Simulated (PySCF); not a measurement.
O3Ta, SMILES [O]=[Ta]1[O][O]1 (connectivity only; charge and spin as stated), neutral, multiplicity 2. Coordinates come from a r2SCAN-D4/def2-TZVP optimisation. The multiplicity is an assumed one; other spin states were not compared. The def2 effective core potentials stand for the cores of Ta; spin–orbit coupling is left out.

These are r2SCAN-D4/def2-TZVP (PySCF 2.14.0) values and carry that method's errors.

Harmonic wavenumbers (cm⁻¹): 208, 252, 601, 607, 933, 993. Rotational constants (GHz): 10.32, 4.174, 3.728; symmetry number 1.

**Question.** Work out the zero-point energy and the ideal-gas rigid-rotor harmonic-oscillator thermochemistry at 298.15 K and 1 atm.

**Answer.** ZPE = ½ Σ hcν = ½ × 3594 cm⁻¹ = 5.14 kcal/mol. H − E(el) = 8.41 kcal/mol. Entropy in cal/(mol K): translation 42.19, rotation 25.11, vibration 4.89, spin 1.38, total 73.56. G − E(el) = -13.52 kcal/mol. Cp = 14.42 cal/(mol K).
